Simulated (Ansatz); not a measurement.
`CC(C)(C)[N]([SiH3])[GeH3]`, 22 atoms. Charge 0, multiplicity 1. Correlated methods include outer-core shells of Ge, which these sets cover unevenly. Scalar relativity is left out up to krypton. Hardware: A = 4 threads of an AMD EPYC 7R13 on a shared host and a share of an NVIDIA H100 80 GB; B = 4 threads of an AMD EPYC 7R13 on a shared host. Correlated methods freeze the cores.

**Question.** How many basis functions does each run have, and how long does it take in Ansatz? RHF-MP2/def2-QZVPP energy [A]; RKS ωB97M-V/def2-SVP energy [B]; RKS PBE0-D4/def2-SVP energy [B]; RKS ωB97M-V/def2-QZVPP energy [A]; RKS revPBE-D4/def2-TZVPP energy [A]; RKS SPW92 (LDA)/def2-TZVPP energy [A]; RKS PBE0-D4/def2-TZVP relaxation (10 steps) [A]; RKS B2PLYP (frozen core)/def2-TZVPP energy [A]; RHF-CCSD(T)/def2-SVP energy [A]; direct RPA on PBE orbitals/def2-TZVPP energy [A]; RKS PBE0-D4/def2-QZVPP energy [A]; RHF-CCSD(T)/def2-TZVPP energy [A]. (Best estimate.)

**Answer.** The calculation gave: Other jobs shared the machine, so times are rough.

| level | job | functions | wall time | peak host memory (GiB) |
| --- | --- | --- | --- | --- |
| RHF-CCSD(T)/def2-SVP | energy [A] | 195 | 2.5 s | 0.83 |
| RKS revPBE-D4/def2-TZVPP | energy [A] | 455 | 3.1 s | 0.94 |
| RKS SPW92 (LDA)/def2-TZVPP | energy [A] | 455 | 3.1 s | 0.93 |
| RKS B2PLYP (frozen core)/def2-TZVPP | energy [A] | 455 | 3.3 s | 2.4 |
| RKS PBE0-D4/def2-SVP | energy [B] | 195 | 3.7 s | 0.93 |
| direct RPA on PBE orbitals/def2-TZVPP | energy [A] | 455 | 4.3 s | 2.4 |
| RKS ωB97M-V/def2-QZVPP | energy [A] | 894 | 7 s | 1.6 |
| RKS PBE0-D4/def2-QZVPP | energy [A] | 894 | 7.5 s | 1.5 |
| RHF-MP2/def2-QZVPP | energy [A] | 894 | 8.5 s | 1.6 |
| RKS ωB97M-V/def2-SVP | energy [B] | 195 | 11 s | 1.2 |
| RHF-CCSD(T)/def2-TZVPP | energy [A] | 455 | 18 s | 0.92 |
| RKS PBE0-D4/def2-TZVP | relaxation (10 steps) [A] | 330 | 21 s | 1 |
